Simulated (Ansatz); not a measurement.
Molecule: sum formula HPO (charge 0, singlet). SMILES: O=P
Geometry: optimised at B3LYP-D3(BJ)/def2-TZVP (Ansatz, a first-principles code).

Computed values are from Ansatz. Correlated levels leave the core frozen unless marked. Open shells are spin-unrestricted. No spin-orbit coupling. Non-relativistic. CBS(X,Y): correlation extrapolated as X^-3; Hartree-Fock from the larger set (for Q and 5 zeta extrapolated as (X+1)exp(-9√X)).

```yaml
atomisation energy De: 890.5 kJ/mol at CCSD(T)/CBS(cc-pV(Q+d)Z,cc-pV(5+d)Z)
vertical ionisation energy (to the doublet): 10.49 eV at CCSD(T)/CBS(aug-cc-pV(T+d)Z,aug-cc-pV(Q+d)Z)
vertical electron affinity (to the doublet; negative means unbound): 0.93 eV at CCSD(T)/CBS(aug-cc-pV(T+d)Z,aug-cc-pV(Q+d)Z)
vertical_triplet_singlet_gap: 1.84 eV at CCSD(T)/CBS(aug-cc-pV(T+d)Z,aug-cc-pV(Q+d)Z)
total_energy: -416.6770 Eh at CCSD(T)/CBS(cc-pV(Q+d)Z,cc-pV(5+d)Z)
dipole_moment: 2.22 D at CCSD(T)/aug-cc-pV(D+d)Z
T1 diagnostic: 0.019 at CCSD/cc-pV(5+d)Z
```

The Hartree-Fock reference is unstable (checked in the largest basis), which strains HF and MP2.
